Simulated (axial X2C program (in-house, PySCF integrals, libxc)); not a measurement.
## CaB: bond constants with and without spin–orbit coupling

All values were computed with an in-house all-electron X2C program for linear molecules (integrals from PySCF). Spin-free means the one-electron spin-free X2C Hamiltonian; two-component (2c) means X2C with spin–orbit coupling and atomic mean-field two-electron Coulomb and Gaunt terms, so the difference of the two also holds small scalar two-electron terms. Basis: Ca dyall-v3z [11s12p4d3f], B dyall-v3z [7s6p2d1f] (cores contracted in-house); Gaussian nuclei, density fitting, unrestricted open shells. Masses: Ca 39.963 u, B 11.009 u.

State, spin-free: M_S = 3/2, Λ = 0 (beyond evenly filled blocks: σα, π+α, π-α); electrons by block: σα: 8, σβ: 7, π+α: 3, π+β: 2, π-α: 3, π-β: 2. Fragments: Ca + B.

State, 2c: Ω = 3/2 (⟨Sz⟩ = 1.50, ⟨Lz⟩ = 0.00 at PBE0); electrons by block: 1/2: 10, -1/2: 10, 3/2: 3, -3/2: 2. Fragments: Ca + B.

| Hamiltonian | level | Re (Å) | ωe (cm⁻¹) | ωexe (cm⁻¹) | k (mdyn/Å) | μ (D) |
| --- | --- | --- | --- | --- | --- | --- |
| spin-free | PBE0 | 2.346 | 477.2 | 2.63 | 1.16 | -4.85 |
| spin-free | HF | 2.451 | 436.6 | 2.09 | 0.97 | -3.43 |
| spin-free | MP2 | 2.366 | 463.1 | 2.31 | 1.09 | n/a |
| spin-free | M06 | 2.349 | 482.3 | 2.9 | 1.18 | -4.97 |
| spin-free | PW91 | 2.335 | 482.0 | 2.68 | 1.18 | -5.24 |
| 2c | PBE0 | 2.345 | 477.2 | 2.63 | 1.16 | -4.85 |
| 2c | HF | 2.451 | 436.9 | 2.16 | 0.971 | -3.43 |
| 2c | MP2 | 2.366 | 463.1 | 2.38 | 1.09 | n/a |

Correlated methods: 13 electrons correlated (number of frozen shells: Ca 2 s, 1 p; B 1 s), 219 virtual spin orbitals or spinors in MP2.

Dipoles are positive if B is the positive end.

The state is a single determinant with fixed occupations, the lowest that a limited PBE0 search found. De is not given where an atomic determinant may have missed its ground term or J level, or where the truncated virtual space spoils (T). Density functionals use the spin component along the axis (collinear). Other states lie close and PBE0, whose exact exchange favours high spin, may order them wrongly; the determinant shown need not be the ground state. The nearest other spin-free determinant of the search, M_S = 1/2, Λ = 0, lies 0.23 eV up at the distance of the search. Without a current term, density functionals place determinants with orbital angular momentum somewhat too high. The spin of this state cannot come from the lowest atoms; the curve heads to a higher limit, and no De is given. With several unpaired electrons one determinant need not be a pure state. At some level and bond length an empty orbital lies below a filled one. This is the top spin component of a Σ state; components of lower Ω are not single determinants and can lie lower. The determinant is spin-polarised beyond a pure state at some levels (its spin-free form has ⟨S²⟩ too high), which makes Re and μ there less reliable.

No reliable constants came from M06 (2c), PW91 (2c): no minimum in range, unconverged points, a curve that is not smooth, a change of character along it, or the two Hamiltonians disagreeing along it.

Rough cost a point (2c) on 1 thread(s) of a shared host, integrals apart: PBE0 0.7 s, HF 0.4 s.

The whole task took 100 s on 1 thread of Arm Neoverse N1, on a shared host.
